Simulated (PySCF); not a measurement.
## Polarisability and C₆ of Cu⁺ (copper, charge +1)

[Ar] 3d10, closed-shell 1S. All numbers are calculated (PySCF 2.14, a scalar-relativistic core potential, in aug-cc-pwCVTZ-PP with ECP10MDF (8s8p7d4f3g, 122 functions)). Coupled (time-dependent) response in atomic units; α is the mean over directions.

```csv
method,mean α (bohr³),C₆ (like pair),S(−4)
MN15,5.648,17.13,28.22
```

S(−4) is the Cauchy moment in α(ω) = α(0) + S(−4) ω² + …

α(iu) at MN15:

```json
{"u (hartree)": "0", "α(iu) (bohr³)": "5.648"}
{"u (hartree)": "0.0500", "α(iu) (bohr³)": "5.578"}
{"u (hartree)": "0.100", "α(iu) (bohr³)": "5.386"}
{"u (hartree)": "0.200", "α(iu) (bohr³)": "4.790"}
{"u (hartree)": "0.300", "α(iu) (bohr³)": "4.157"}
{"u (hartree)": "0.500", "α(iu) (bohr³)": "3.212"}
{"u (hartree)": "0.750", "α(iu) (bohr³)": "2.522"}
{"u (hartree)": "1.00", "α(iu) (bohr³)": "2.088"}
{"u (hartree)": "1.50", "α(iu) (bohr³)": "1.524"}
{"u (hartree)": "2.00", "α(iu) (bohr³)": "1.158"}
{"u (hartree)": "3.00", "α(iu) (bohr³)": "0.7291"}
{"u (hartree)": "5.00", "α(iu) (bohr³)": "0.3682"}
```

A single London oscillator, α(iu) = α/(1 + u²/ω²), gives C₆ = (3/4) ω α². Matching the computed C₆ needs ω = 4 × 17.13 / (3 × 5.648²) = 0.716 hartree.

For an ion, C₆ is the dispersion term alone; charge-induced terms of lower order in 1/R come first.

Energies and moments cover only the electrons outside the core potential.
